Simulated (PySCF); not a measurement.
PySCF 2.14 output of an unrestricted r2SCAN calculation on a single atom or ion in aug-cc-pVTZ-PP with one added diffuse shell each of s, p, d, f, g type with ECP28MDF (7s7p6d4f3g, 113 functions), with a scalar-relativistic core potential:

```
SCF conv_tol = 1e-09
number electrons alpha = 9  beta = 8
    J. W. Furness, A. D. Kaplan, J. Ning, J. P. Perdew, and J. Sun.,  J. Phys. Chem. Lett. 11, 8208-8215 (2020)
    J. W. Furness, A. D. Kaplan, J. Ning, J. P. Perdew, and J. Sun.,  J. Phys. Chem. Lett. 11, 9248-9248 (2020)
    J. W. Furness, A. D. Kaplan, J. Ning, J. P. Perdew, and J. Sun.,  J. Phys. Chem. Lett. 11, 8208-8215 (2020)
    J. W. Furness, A. D. Kaplan, J. Ning, J. P. Perdew, and J. Sun.,  J. Phys. Chem. Lett. 11, 9248-9248 (2020)
cycle= 1 E= -165.450376848995  delta_E= -0.00524  |g|= 0.0263  |ddm|= 0.082
cycle= 2 E= -165.450476264186  delta_E= -9.94e-05  |g|= 0.0105  |ddm|= 0.0129
cycle= 3 E= -165.450493761047  delta_E= -1.75e-05  |g|= 0.00343  |ddm|= 0.006
cycle= 4 E= -165.450495894828  delta_E= -2.13e-06  |g|= 0.00022  |ddm|= 0.00176
cycle= 5 E= -165.450495906937  delta_E= -1.21e-08  |g|= 1.7e-05  |ddm|= 0.000145
cycle= 6 E= -165.45049590706  delta_E= -1.22e-10  |g|= 1.8e-06  |ddm|= 1.88e-05
converged SCF energy = -165.45049590706  <S^2> = 0.75108728  2S+1 = 2.001087
```

The run itself started from symmetry-adapted Hartree-Fock orbitals and held the occupation by maximum overlap, on a logarithmic radial grid, so the iterations belong to that start.

Which element, charge and spin multiplicity is this?

Cd³⁺ (cadmium, charge +3), multiplicity 2; the state was [Kr] 4d9, 2D determinant.

Energies and moments cover only the electrons outside the core potential.
